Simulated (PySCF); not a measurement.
CrP: from constants to spectrum

PBE0 constants of CrP, ⁸Σ⁻ (octet), unpaired electrons σ ↑, π ↑↑↑↑, δ ↑↑, a second solution, started from another occupation (PySCF, no relativity, basis sets Cr def2-TZVPP, P def2-TZVPP; masses 51.9405 and 30.9738 u):

```
ωe              : 312.7 cm⁻¹
ωexe            : 1.32 cm⁻¹
Be              : 0.14318 cm⁻¹
αe              : 0.000836 cm⁻¹
D (centrifugal) : 1.2e-07 cm⁻¹
```

Problem. Give the vibrational terms G(v) and spacings up to v = 6.

Solution. G(v) = ωe(v+½) − ωexe(v+½)².

```tsv
v	G(v) (cm⁻¹)	G(v) − G(v−1)	Bv (cm⁻¹)
0	156.0		0.1428
1	466.1	310.1	0.1419
2	773.5	307.4	0.1411
3	1078.3	304.8	0.1403
4	1380.4	302.1	0.1394
5	1679.9	299.5	0.1386
6	1976.8	296.9	0.1377
```
